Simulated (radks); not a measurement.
Q: The table gives one normalised radial function P(r) = r R(r) of Sn5+ in [Ar] 3d10 4s2 4p5.5 4d9 5d0.5 (r in bohr). All-electron calculation, scalar-relativistic Kohn-Sham, BLYP, spin-unpolarised, spherical densities, finite nucleus; Fermi nuclear charge, rms radius 4.6519 fm. Program: a radial shooting solver on a logarithmic mesh with Libxc functionals.

r,P
0.002064,0.0000
0.002384,0.0001
0.002753,0.0001
0.003179,0.0001
0.003672,0.0002
0.00424,0.0003
0.004858,0.0005
0.00561,0.0007
0.006479,0.0010
0.007483,0.0016
0.008642,0.0023
0.009981,0.0035
0.01153,0.0052
0.01331,0.0076
0.01537,0.0113
0.01775,0.0166
0.0205,0.0242
0.02368,0.0352
0.02735,0.0508
0.03158,0.0728
0.03648,0.1033
0.04212,0.1452
0.04865,0.2015
0.05618,0.2758
0.06489,0.3718
0.07494,0.4925
0.08654,0.6396
0.09915,0.8022
0.1145,0.9952
0.1322,1.2011
0.1527,1.4057
0.1764,1.5899
0.2037,1.7317
0.2352,1.8088
0.2717,1.8038
0.3138,1.7090
0.3624,1.5301
0.4185,1.2868
0.4833,1.0092
0.5582,0.7324
0.6446,0.4878
0.7444,0.2949
0.8597,0.1599
0.9929,0.0767
1.147,0.0321
1.324,0.0115
1.529,0.0034
1.766,0.0008
2.024,0.0002
2.337,0.0000
2.699,0.0000
3.117,0.0000
3.6,0.0000
4.157,0.0000
4.801,0.0000
5.545,0.0000
6.404,0.0000
7.396,0.0000
8.541,0.0000

Which n and l does it have? It may be an empty orbital.

A: n = 3, l = 2: the number of nodes gives n - l - 1 = 0, the rise at small r (about r^(l+1), flatter next to the nucleus through relativity) gives l, and the extent must fit the shell. The curve is that of 3d. 3d: eigenvalue -544.65 eV, 0 radial nodes, <r> = 0.314 bohr, 90 % of the charge inside 0.495 bohr.
